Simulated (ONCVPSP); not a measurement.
# lanthanum: ONCV pseudisation with PBEsol, fully relativistic reference atom.

The input file (ONCVPSP 4.0.1):

```
# ATOM AND REFERENCE CONFIGURATION
# atsym  z   nc   nv     iexc    psfile
  La 57.00    9    4  -116133      upf
#
#   n    l    f
    1    0    2.00
    2    0    2.00
    2    1    6.00
    3    0    2.00
    3    1    6.00
    3    2   10.00
    4    0    2.00
    4    1    6.00
    4    2   10.00
    5    0    2.00
    5    1    6.00
    5    2    1.00
    6    0    2.00
#
# PSEUDOPOTENTIAL AND OPTIMIZATION
# lmax
    3
#
#   l,   rc,      ep,       ncon, nbas, qcut
    0    2.85    0.00    4    8    4.00
    1    2.10    0.00    4    8    3.90
    2    3.60    0.00    4    8    5.20
    3    3.20    0.35    3    7    3.90
#
# LOCAL POTENTIAL
# lloc, lpopt,  rc(5),   dvloc0
    4    5    2.00    0.00
#
# VANDERBILT-KLEINMAN-BYLANDER PROJECTORs
# l, nproj, debl
    0    3    3.70
    1    2    0.90
    2    2    1.10
    3    2    2.50
#
# MODEL CORE CHARGE
# icmod, fcfact, rcfact
    3    1.75    1.05
#
# LOG DERIVATIVE ANALYSIS
# epsh1, epsh2, depsh
   -3.00    5.00    0.02
#
# OUTPUT GRID
# rlmax, drl
    6.00    0.01
#
# TEST CONFIGURATIONS
# ncnf
    4
# nvcnf
#   n    l    f
    4
    5    0    2.00
    5    1    6.00
    5    2    1.00
    6    0    1.00
#
    4
    5    0    2.00
    5    1    6.00
    5    2    1.00
    6    0    0.00
#
    4
    5    0    2.00
    5    1    6.00
    5    2    0.00
    6    0    0.00
#
    5
    5    0    2.00
    5    1    6.00
    5    2    1.00
    6    0    0.00
    6    1    2.00
#
```

Command:

```bash
oncvpspr.x < La.dat > La.out
```

Output (shortened: citation, most of the input echo, consistency checks and plot data are left out):

```
ONCVPSP  (Optimized Norm-Conservinng Vanderbilt PSeudopotential)
relativistic version 4.0.1

#   n    l    f        energy (Ha)
    1    0    2.00    -1.4222662D+03
    2    0    2.00    -2.2633029D+02
    2    1    6.00    -1.9830085D+02    -2.1347249D+02
    3    0    2.00    -4.8402286D+01
    3    1    6.00    -4.0024760D+01    -4.2981124D+01
    3    2   10.00    -2.9890304D+01    -3.0523030D+01
    4    0    2.00    -9.7680305D+00
    4    1    6.00    -7.1432378D+00    -7.7738438D+00
    4    2   10.00    -3.7643664D+00    -3.8737916D+00
    5    0    2.00    -1.4295929D+00
    5    1    6.00    -7.9453961D-01    -8.8742560D-01
    5    2    1.00    -1.1121530D-01    -1.1813552D-01
    6    0    2.00    -1.3615162D-01

Reference configufation results
  iterations    25
  all-electron total energy (Ha)   -8.49422258D+03

Begin loop to  construct optimized pseudo wave functions
and semi-local pseudopoentials for all angular momenta

   Wellstate for l =  0  n =  9 kap= -1
     eigenvalue =   3.5638
     asymptotic potential =   4.0638
     half-point radius =  4.8297

Calculating optimized projector #   1

 for l=   0

    Fraction of norm inside rc  0.982410
    Optimizing pswf for qcut=   4.00 a_B^-1,  ecut=   8.01 Ha
    Residual kinetic energy error=  4.90D-06 Ha

    Energy error per electron        Cutoff
         Ha          eV             Ha
         0.01000     0.27211        2.02
         0.00100     0.02721        4.60
         0.00010     0.00272        6.36
         0.00001     0.00027        7.60

Calculating optimized projector #   2

 for l=   0

    Fraction of norm inside rc  0.124281
    Optimizing pswf for qcut=   4.00 a_B^-1,  ecut=   8.01 Ha
    Residual kinetic energy error=  1.93D-05 Ha

    Energy error per electron        Cutoff
         Ha          eV             Ha
         0.01000     0.27211        1.72
         0.00100     0.02721        4.77
         0.00010     0.00272        6.83
         0.00001     0.00027       10.53

Calculating optimized projector #   3

 for l=   0

    Fraction of norm inside rc  0.145364
    Optimizing pswf for qcut=   4.00 a_B^-1,  ecut=   8.01 Ha
    Residual kinetic energy error=  6.30D-03 Ha

    Energy error per electron        Cutoff
         Ha          eV             Ha
         0.01000     0.27211        7.64
         0.00100     0.02721       13.28
         0.00010     0.00272       34.29
         0.00001     0.00027       39.01

   Wellstate for l =  1  n =  6 kap= -2
     eigenvalue =   0.1055
     asymptotic potential =   0.6055
     half-point radius =  5.9166

Calculating optimized projector #   1

 for l=   1

    Fraction of norm inside rc  0.707304
    Optimizing pswf for qcut=   3.90 a_B^-1,  ecut=   7.60 Ha
    Residual kinetic energy error=  1.94D-03 Ha

    Energy error per electron        Cutoff
         Ha          eV             Ha
         0.01000     0.27211        3.63
         0.00100     0.02721       13.56
         0.00010     0.00272       43.05
         0.00001     0.00027       50.95

Calculating optimized projector #   2

 for l=   1

    Fraction of norm inside rc  0.089685
    Optimizing pswf for qcut=   3.90 a_B^-1,  ecut=   7.60 Ha
    Residual kinetic energy error=  8.59D-04 Ha

    Energy error per electron        Cutoff
         Ha          eV             Ha
         0.01000     0.27211        3.19
         0.00100     0.02721        7.01
         0.00010     0.00272       16.68
         0.00001     0.00027       40.41

   Wellstate for l =  1  n =  6 kap=  1
     eigenvalue =   0.0126

Calculating optimized projector #   1

 for l=   1

    Fraction of norm inside rc  0.753618
    Optimizing pswf for qcut=   3.90 a_B^-1,  ecut=   7.60 Ha
    Residual kinetic energy error=  1.44D-03 Ha

    Energy error per electron        Cutoff
         Ha          eV             Ha
         0.01000     0.27211        3.82
         0.00100     0.02721        9.72
         0.00010     0.00272       42.50
         0.00001     0.00027       49.99

Calculating optimized projector #   2

 for l=   1

    Fraction of norm inside rc  0.083697
    Optimizing pswf for qcut=   3.90 a_B^-1,  ecut=   7.60 Ha
    Residual kinetic energy error=  6.69D-04 Ha

    Energy error per electron        Cutoff
         Ha          eV             Ha
         0.01000     0.27211        3.44
         0.00100     0.02721        5.80
         0.00010     0.00272       16.30
         0.00001     0.00027       37.59

   Wellstate for l =  2  n =  7 kap= -3
     eigenvalue =   0.9888
     asymptotic potential =   1.4888
     half-point radius =  6.1435

Calculating optimized projector #   1

 for l=   2

    Fraction of norm inside rc  0.726647
    Optimizing pswf for qcut=   5.20 a_B^-1,  ecut=  13.52 Ha
    Residual kinetic energy error=  8.46D-10 Ha

    Energy error per electron        Cutoff
         Ha          eV             Ha
         0.01000     0.27211        4.22
         0.00100     0.02721        6.01
         0.00010     0.00272        7.56
         0.00001     0.00027        8.90

Calculating optimized projector #   2

 for l=   2

    Fraction of norm inside rc  0.307508
    Optimizing pswf for qcut=   5.20 a_B^-1,  ecut=  13.52 Ha
    Residual kinetic energy error=  2.24D-09 Ha

    Energy error per electron        Cutoff
         Ha          eV             Ha
         0.01000     0.27211        5.13
         0.00100     0.02721        6.84
         0.00010     0.00272        8.46
         0.00001     0.00027       10.13

   Wellstate for l =  2  n =  7 kap=  2
     eigenvalue =   0.9819

Calculating optimized projector #   1

 for l=   2

    Fraction of norm inside rc  0.744181
    Optimizing pswf for qcut=   5.20 a_B^-1,  ecut=  13.52 Ha
    Residual kinetic energy error=  8.43D-10 Ha

    Energy error per electron        Cutoff
         Ha          eV             Ha
         0.01000     0.27211        4.36
         0.00100     0.02721        6.16
         0.00010     0.00272        7.71
         0.00001     0.00027        9.03

Calculating optimized projector #   2

 for l=   2

    Fraction of norm inside rc  0.311172
    Optimizing pswf for qcut=   5.20 a_B^-1,  ecut=  13.52 Ha
    Residual kinetic energy error=  2.97D-09 Ha

    Energy error per electron        Cutoff
         Ha          eV             Ha
         0.01000     0.27211        5.22
         0.00100     0.02721        6.96
         0.00010     0.00272        8.60
         0.00001     0.00027       10.22

WARNING wellstate: localized bound state found for n= 4 l= 3
WARNING this state with energy -0.15687745
WARNING will be used for the first projector

   Wellstate for l =  3  n =  8 kap= -4
     eigenvalue =   2.3431
     asymptotic potential =   2.8431
     half-point radius =  6.1889

Calculating optimized projector #   1

 for l=   3

    Fraction of norm inside rc  0.981370
    Optimizing pswf for qcut=   3.90 a_B^-1,  ecut=   7.60 Ha
    Residual kinetic energy error=  5.97D-03 Ha

    Energy error per electron        Cutoff
         Ha          eV             Ha
         0.01000     0.27211        7.40
         0.00100     0.02721       20.96
         0.00010     0.00272       41.89
         0.00001     0.00027       94.88

Calculating optimized projector #   2

 for l=   3

    Fraction of norm inside rc  0.195102
    Optimizing pswf for qcut=   3.90 a_B^-1,  ecut=   7.60 Ha
    Residual kinetic energy error=  1.18D-01 Ha

    Energy error per electron        Cutoff
         Ha          eV             Ha
         0.01000     0.27211       27.45
         0.00100     0.02721       49.48

   Wellstate for l =  3  n =  4 kap=  3
     eigenvalue =   0.3500

   Wellstate for l =  3  n =  8 kap=  3
     eigenvalue =   2.3330

Calculating optimized projector #   1

 for l=   3

    Fraction of norm inside rc  0.982742
    Optimizing pswf for qcut=   3.90 a_B^-1,  ecut=   7.60 Ha
    Residual kinetic energy error=  6.06D-03 Ha

    Energy error per electron        Cutoff
         Ha          eV             Ha
         0.01000     0.27211        7.41
         0.00100     0.02721       21.05
         0.00010     0.00272       42.27
         0.00001     0.00027       94.94

Calculating optimized projector #   2

 for l=   3

    Fraction of norm inside rc  0.195650
    Optimizing pswf for qcut=   3.90 a_B^-1,  ecut=   7.60 Ha
    Residual kinetic energy error=  1.16D-01 Ha

    Energy error per electron        Cutoff
         Ha          eV             Ha
         0.01000     0.27211       27.42
         0.00100     0.02721       49.35

Construct Vanderbilt / Kleinmman-Bylander projectors

B matrix Hermiticity error, ll=  0  kap= -1
   1   2    8.5024D-05
   1   3   -4.1282D-04
   2   3    1.1292D-04

  Orthonormal projector coefficients  5.6969E+00  1.7598E+00  3.4195E-01

B matrix Hermiticity error, ll=  1  kap= -2
   1   2    6.6711D-05

  Orthonormal projector coefficients  4.0623E+00  1.2465E+00

B matrix Hermiticity error, ll=  1  kap=  1
   1   2    7.4902D-05

  Orthonormal projector coefficients  3.8148E+00  1.1289E+00

B matrix Hermiticity error, ll=  2  kap= -3
   1   2   -4.7408D-05

  Orthonormal projector coefficients  1.5624E+00  1.9079E-01

B matrix Hermiticity error, ll=  2  kap=  2
   1   2   -4.8607D-05

  Orthonormal projector coefficients  1.5491E+00  1.9335E-01

B matrix Hermiticity error, ll=  3  kap= -4
   1   2   -1.9855D-04

  Orthonormal projector coefficients  9.5221E+00 -1.6049E+00

B matrix Hermiticity error, ll=  3  kap=  3
   1   2   -2.0136D-04

  Orthonormal projector coefficients  9.3861E+00 -1.6177E+00

 Orthonormal scalar projector coefficients, l =  1
  3.9725E+00  1.2068E+00  7.3044E-03  4.8736E-04

 Orthonormal spin-orbit projector coefficients, l =  1
  3.2332E-01 -1.8400E-01  1.1408E-01 -1.0058E-02

 Orthonormal scalar projector coefficients, l =  2
  1.5568E+00  1.9193E-01  1.8744E-04  2.7800E-06

 Orthonormal spin-orbit projector coefficients, l =  2
  1.8299E-02 -1.7058E-02  3.1195E-03 -7.1066E-05

 Orthonormal scalar projector coefficients, l =  3
  9.4638E+00 -1.6104E+00  1.1700E-05 -3.7843E-06

 Orthonormal spin-orbit projector coefficients, l =  3
  4.0621E-02  3.4558E-03 -1.1211E-03 -4.7640E-04

Model core correction analysis
  based on d2Exc/dn_idn_j

d2excae - all-electron derivatives

   -2.048559D-02   -1.751449D-02   -6.964767D-03   -1.493896D-03
   -1.751458D-02   -1.700168D-02   -9.406083D-03   -2.322694D-03
   -6.964769D-03   -9.405966D-03   -1.370058D-02   -1.174155D-02
   -1.493854D-03   -2.322463D-03   -1.173791D-02   -2.111869D-02

d2excps - pseudofunction derivatives with no core correction

   -3.794872D-02   -2.612737D-02   -9.687440D-03   -3.090636D-03
   -2.612824D-02   -2.523300D-02   -1.336587D-02   -3.168769D-03
   -9.687517D-03   -1.336563D-02   -1.764614D-02   -1.370589D-02
   -3.091205D-03   -3.168457D-03   -1.370111D-02   -2.354646D-02

rms 2nd derivative error    6.138935E-03

rmatch, rhocmatch    1.2221    3.1021

Teter function model core charge with specified parameters

d2excps - pseudofunction derivatives with core correction

   -3.232557D-02   -2.436679D-02   -9.429226D-03   -2.542866D-03
   -2.436709D-02   -2.453272D-02   -1.326402D-02   -3.003978D-03
   -9.429218D-03   -1.326379D-02   -1.763736D-02   -1.368078D-02
   -2.542899D-03   -3.003647D-03   -1.367600D-02   -2.349289D-02

rms 2nd derivative error    4.773016E-03

Pseudoatom total energy  -31.947417

Diagnostic tests using Vanderbilt-Kleinman-Bylander pseudopotentials
  relativistic with J = L +/- 1/2 projectors

   l  kap   rcore       rmatch      e in        delta e    norm test   slope test

   0  -1   2.8576579   2.9444226  -1.4295929   0.0000005   1.0001034   1.0000938
   0  -1   2.8576579   2.9444226  -0.1361516   0.0000004   1.0000146   1.0000118
   0  -1   2.8576579   2.9444226   3.5638484   0.0000665   1.0001546   1.0001546

   1  -2   2.1062660   2.1702168  -0.7945396  -0.0000047   1.0000737   1.0000893
   1   1   2.1062660   2.1702168  -0.8874256  -0.0000012   1.0000814   1.0000840
   1  -2   2.1062660   2.1702168   0.1054604   0.0000002   1.0001966   1.0001966
   1   1   2.1062660   2.1702168   0.0863528   0.0000012   1.0002099   1.0002099

   2  -3   3.6085397   3.7181028  -0.1112153  -0.0000002   1.0000213   1.0000272
   2   2   3.6085397   3.7181028  -0.1181355   0.0000002   1.0000235   1.0000219
   2  -3   3.6085397   3.7181028   0.9887847   0.0000062   1.0000665   1.0000665
   2   2   3.6085397   3.7181028   0.9828328   0.0000063   1.0000664   1.0000664

   3  -4   3.2016354   3.2988440  -0.1568774  -0.0000626   0.9979618   0.9978449
   3   3   3.2016354   3.2988440  -0.1670226  -0.0000613   0.9979221   0.9978055
run_diag_r: lschvkbbe ERROR   2   3  -4  60  2.34312255E+00  2.62743480E+00
   3  -4   3.2016354   3.2988440   2.3431225   0.2843123   0.4332466   0.0153155
run_diag_r: lschvkbbe ERROR   2   3   3  60  2.34156037E+00  2.62571641E+00
   3   3   3.2016354   3.2988440   2.3415604   0.2841560   0.4304152   0.0090699

Diagnostic tests using Vanderbilt-Kleinman-Bylander pseudopotentials
  relativistic with scalar and spin-orbit non-local projectors

   l  kap   rcore       rmatch      e in        delta e    norm test   slope test

   0  -1   2.8576579   2.9444226  -1.4295929   0.0000005   1.0001034   1.0000938
   0  -1   2.8576579   2.9444226  -0.1361516   0.0000004   1.0000146   1.0000118
   0  -1   2.8576579   2.9444226   3.5638484   0.0000665   1.0001546   1.0001546

   1  -2   2.1062660   2.1702168  -0.7945396  -0.0001226   1.0000822   0.9999079
   1   1   2.1062660   2.1702168  -0.8874256  -0.0001213   1.0000901   0.9999377
   1  -2   2.1062660   2.1702168   0.1054604  -0.0001161   1.0001564   1.0001564
   1   1   2.1062660   2.1702168   0.0863528  -0.0000915   1.0001632   1.0001632

   2  -3   3.6085397   3.7181028  -0.1112153  -0.0000287   1.0000622   0.9998447
   2   2   3.6085397   3.7181028  -0.1181355  -0.0000290   1.0000669   0.9998557
   2  -3   3.6085397   3.7181028   0.9887847   0.0000047   1.0000600   1.0000600
   2   2   3.6085397   3.7181028   0.9828328   0.0000051   1.0000611   1.0000611

   3  -4   3.2016354   3.2988440  -0.1568774  -0.0000642   0.9979590   0.9978390
   3   3   3.2016354   3.2988440  -0.1670226  -0.0000628   0.9979192   0.9977998
run_diag_r: lschvkbbe ERROR   2   3  -4  60  2.34312255E+00  2.62743480E+00
   3  -4   3.2016354   3.2988440   2.3431225   0.2843123   0.4332603   0.0153154
run_diag_r: lschvkbbe ERROR   2   3   3  60  2.34156037E+00  2.62571641E+00
   3   3   3.2016354   3.2988440   2.3415604   0.2841560   0.4304289   0.0090699

Ghost test for J = L + 1/2

 Testing for bound ghosts
   n   l    E NL Schr. Eq   E Basis Diag.   E Cutoff

   1   0       -1.429592       -1.429592     43.10
   2   0       -0.136151       -0.129460     43.10

   2   1       -0.794544       -0.794472     68.30

   3   2       -0.111216       -0.111038     26.48

   4   3       -0.156940       -0.156605     29.05

 Testing for highly-localized positive-energy ghosts
       l    <radius>/rc     E Basis Diag.   E Cutoff

       0        0.560206        5.256793     43.10  WARNING - GHOST(+)

       3        0.748324       28.275644     29.05  WARNING - GHOST(+)

Ghost test for J = L - 1/2

 Testing for bound ghosts
   n   l    E NL Schr. Eq   E Basis Diag.   E Cutoff

   1   0       -1.429592       -1.429592     43.10
   2   0       -0.136151       -0.129460     43.10

   2   1       -0.887427       -0.887389     68.30

   3   2       -0.118135       -0.117992     26.48

   4   3       -0.167084       -0.166747     29.05

 Testing for highly-localized positive-energy ghosts
       l    <radius>/rc     E Basis Diag.   E Cutoff

       0        0.560206        5.256793     43.10  WARNING - GHOST(+)

       3        0.765632       28.222703     29.05  WARNING - GHOST(+)

Test configuration 0

   n   l kap    f        eae           eps        diff
   1   0  -1  2.0000-1422.26621163
   2   0  -1  2.0000 -226.33029217
   2   1  -2  4.0000 -198.30084944
   2   1   1  2.0000 -213.47249131
   3   0  -1  2.0000  -48.40228604
   3   1  -2  4.0000  -40.02475966
   3   1   1  2.0000  -42.98112385
   3   2  -3  6.0000  -29.89030434
   3   2   2  4.0000  -30.52302952
   4   0  -1  2.0000   -9.76803048
   4   1  -2  4.0000   -7.14323780
   4   1   1  2.0000   -7.77384376
   4   2  -3  6.0000   -3.76436639
   4   2   2  4.0000   -3.87379163
   5   0  -1  2.0000   -1.42959292   -1.42959244    4.83E-07
   5   1  -2  4.0000   -0.79453961   -0.79454433   -4.72E-06
   5   1   1  2.0000   -0.88742560   -0.88742675   -1.16E-06
   5   2  -3  0.6000   -0.11121530   -0.11121551   -2.07E-07
   5   2   2  0.4000   -0.11813552   -0.11813534    1.81E-07
   6   0  -1  2.0000   -0.13615162   -0.13615123    3.87E-07

    Total energies and differences
      AE_ref= -8.49422258E+03  AE_tst= -8.49422258E+03  dif=  0.00E+00
      PS_ref= -3.19474173E+01  PS_tst= -3.19474173E+01  dif= -4.62E-14
      PSP excitation error=  4.62E-14

Test configuration 1

   n   l kap    f        eae           eps        diff
   1   0  -1  2.0000-1422.48321157
   2   0  -1  2.0000 -226.54642712
   2   1  -2  4.0000 -198.51700991
   2   1   1  2.0000 -213.68868315
   3   0  -1  2.0000  -48.61841977
   3   1  -2  4.0000  -40.24089057
   3   1   1  2.0000  -43.19726211
   3   2  -3  6.0000  -30.10640226
   3   2   2  4.0000  -30.73912759
   4   0  -1  2.0000   -9.98387738
   4   1  -2  4.0000   -7.35900679
   4   1   1  2.0000   -7.98965164
   4   2  -3  6.0000   -3.97997237
   4   2   2  4.0000   -4.08941497
   5   0  -1  2.0000   -1.64403459   -1.64501443   -9.80E-04
   5   1  -2  4.0000   -1.00814863   -1.00825880   -1.10E-04
   5   1   1  2.0000   -1.10134823   -1.10155296   -2.05E-04
   5   2  -3  0.6000   -0.31013643   -0.30998545    1.51E-04
   5   2   2  0.4000   -0.31803916   -0.31788977    1.49E-04
   6   0  -1  1.0000   -0.30761254   -0.30771463   -1.02E-04

    Total energies and differences
      AE_ref= -8.49422258E+03  AE_tst= -8.49400211E+03  dif=  2.20E-01
      PS_ref= -3.19474173E+01  PS_tst= -3.17269027E+01  dif=  2.21E-01
      PSP excitation error= -3.98E-05

Test configuration 2

   n   l kap    f        eae           eps        diff
   1   0  -1  2.0000-1422.73720731
   2   0  -1  2.0000 -226.79920577
   2   1  -2  4.0000 -198.76981670
   2   1   1  2.0000 -213.94153315
   3   0  -1  2.0000  -48.87109054
   3   1  -2  4.0000  -40.49355379
   3   1   1  2.0000  -43.44994406
   3   2  -3  6.0000  -30.35904151
   3   2   2  4.0000  -30.99176961
   4   0  -1  2.0000  -10.23585584
   4   1  -2  4.0000   -7.61082923
   4   1   1  2.0000   -8.24155400
   4   2  -3  6.0000   -4.23149716
   4   2   2  4.0000   -4.34097328
   5   0  -1  2.0000   -1.89266852   -1.89532997   -2.66E-03
   5   1  -2  4.0000   -1.25421912   -1.25459160   -3.72E-04
   5   1   1  2.0000   -1.34829428   -1.34891709   -6.23E-04
   5   2  -3  0.6000   -0.53485695   -0.53450791    3.49E-04
   5   2   2  0.4000   -0.54393189   -0.54358962    3.42E-04
   6   0  -1  0.0000   -0.49178772   -0.49178772    0.00E+00

    Total energies and differences
      AE_ref= -8.49422258E+03  AE_tst= -8.49360351E+03  dif=  6.19E-01
      PS_ref= -3.19474173E+01  PS_tst= -3.13280803E+01  dif=  6.19E-01
      PSP excitation error= -2.63E-04

Test configuration 3

   n   l kap    f        eae           eps        diff
   1   0  -1  2.0000-1423.12899294
   2   0  -1  2.0000 -227.19516731
   2   1  -2  4.0000 -199.16558473
   2   1   1  2.0000 -214.33715003
   3   0  -1  2.0000  -49.26487708
   3   1  -2  4.0000  -40.88729858
   3   1   1  2.0000  -43.84381201
   3   2  -3  6.0000  -30.75336381
   3   2   2  4.0000  -31.38614140
   4   0  -1  2.0000  -10.62566273
   4   1  -2  4.0000   -8.00017262
   4   1   1  2.0000   -8.63117042
   4   2  -3  6.0000   -4.62028155
   4   2   2  4.0000   -4.72985212
   5   0  -1  2.0000   -2.26575892   -2.26762015   -1.86E-03
   5   1  -2  4.0000   -1.61432685   -1.61442833   -1.01E-04
   5   1   1  2.0000   -1.71237559   -1.71252378   -1.48E-04
   5   2  -3  0.0000   -0.85164103   -0.85164103    0.00E+00
   5   2   2  0.0000   -0.86267519   -0.86267519    0.00E+00
   6   0  -1  0.0000   -0.74054864   -0.74054864    0.00E+00

    Total energies and differences
      AE_ref= -8.49422258E+03  AE_tst= -8.49290908E+03  dif=  1.31E+00
      PS_ref= -3.19474173E+01  PS_tst= -3.06338656E+01  dif=  1.31E+00
      PSP excitation error= -4.92E-05

Test configuration 4

   n   l kap    f        eae           eps        diff
   1   0  -1  2.0000-1422.34655599
   2   0  -1  2.0000 -226.41011968
   2   1  -2  4.0000 -198.38060714
   2   1   1  2.0000 -213.55224649
   3   0  -1  2.0000  -48.48242272
   3   1  -2  4.0000  -40.10488258
   3   1   1  2.0000  -43.06124406
   3   2  -3  6.0000  -29.97039382
   3   2   2  4.0000  -30.60311489
   4   0  -1  2.0000   -9.84802348
   4   1  -2  4.0000   -7.22313517
   4   1   1  2.0000   -7.85378451
   4   2  -3  6.0000   -3.84409181
   4   2   2  4.0000   -3.95353424
   5   0  -1  2.0000   -1.50846417   -1.51026761   -1.80E-03
   5   1  -2  4.0000   -0.87158764   -0.87185053   -2.63E-04
   5   1   1  2.0000   -0.96511856   -0.96557469   -4.56E-04
   5   2  -3  0.6000   -0.17142388   -0.17118658    2.37E-04
   5   2   2  0.4000   -0.17922110   -0.17898474    2.36E-04
   6   0  -1  0.0000   -0.17671742   -0.49178772   -3.15E-01
   6   1  -2  1.3333   -0.08157670   -0.08159293   -1.62E-05
   6   1   1  0.6667   -0.08898105   -0.08900850   -2.75E-05

    Total energies and differences
      AE_ref= -8.49422258E+03  AE_tst= -8.49404320E+03  dif=  1.79E-01
      PS_ref= -3.19474173E+01  PS_tst= -3.17678938E+01  dif=  1.80E-01
      PSP excitation error= -1.41E-04
```

The run took about 10 s on one core of a shared server CPU.
